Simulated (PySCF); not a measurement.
Species: C5H13NSi.
SMILES: `C[SiH2]N1CCCC1`

Computed with PySCF, TDDFT B3LYP/def2-SVPD, vertical, gas phase, core orbitals frozen in the response. Isolated species at its GFN2-xTB geometry (one conformer only).

Computed states:

```tsv
state	E (eV)	f
S1	5.18	0.0086
S2	5.46	0.018
S3	6.02	0.0080
S4	6.17	0.010
S5	6.29	0.017
S6	6.49	0.014
S7	6.70	0.0038
S8	7.07	0.020
```

Broadening: Gaussians 0.5 eV wide at half height, area fixed by f = 4.319×10⁻⁹ ∫ε dν̃. The width is an assumption, not a result. The curve ends short of the highest state used, and states not computed would add to its high-energy end.

Task: Give the broadened spectrum and its maxima.

Result: 
```csv
E (eV),ε (L mol⁻¹ cm⁻¹)
4.43,1
4.47,2
4.51,3
4.55,5
4.58,8
4.62,14
4.66,22
4.69,32
4.73,49
4.77,73
4.80,96
4.84,136
4.88,186
4.92,248
4.95,301
4.99,382
5.03,471
5.06,544
5.10,645
5.14,748
5.17,825
5.21,923
5.25,1012
5.29,1088
5.32,1133
5.36,1174
5.40,1190
5.43,1184
5.47,1154
5.51,1099
5.54,1045
5.58,963
5.62,878
5.66,800
5.69,753
5.73,712
5.77,702
5.80,718
5.84,772
5.88,862
5.91,950
5.95,1091
5.99,1249
6.03,1416
6.06,1541
6.10,1699
6.14,1838
6.17,1925
6.21,2014
6.25,2066
6.28,2081
6.32,2068
6.36,2019
6.40,1938
6.43,1860
6.47,1739
```

Maxima: 229 nm (5.40 eV), ε about 1200, made up of S1 (23%) and S2 (77%); 197 nm (6.29 eV), ε about 2100, made up of S4 (22%), S5 (44%) and S6 (23%) (ε in L mol⁻¹ cm⁻¹; maxima over ε = 5, shares over 10%).

Task: What would ε be at 6.29 eV, the highest of these maxima, with half the width (0.25 eV)?

Result: About 2670 L mol⁻¹ cm⁻¹ against 2080, a factor of about 1.3; a lone state at its own centre would give exactly 2.

Task: On this curve, what absorbance would a 10⁻³ mol/L sample give at 266 nm over a 1 cm path?

Result: 266 nm is 4.661 eV, where ε is about 23 L mol⁻¹ cm⁻¹, so A = ε c l ≈ 0.023 (Beer–Lambert, with the gas-phase spectrum and the assumed width).

Task: Coming from long wavelengths, where does ε first pass 100 L mol⁻¹ cm⁻¹?

Result: At about 258 nm (4.81 eV), 0.38 eV below S1.
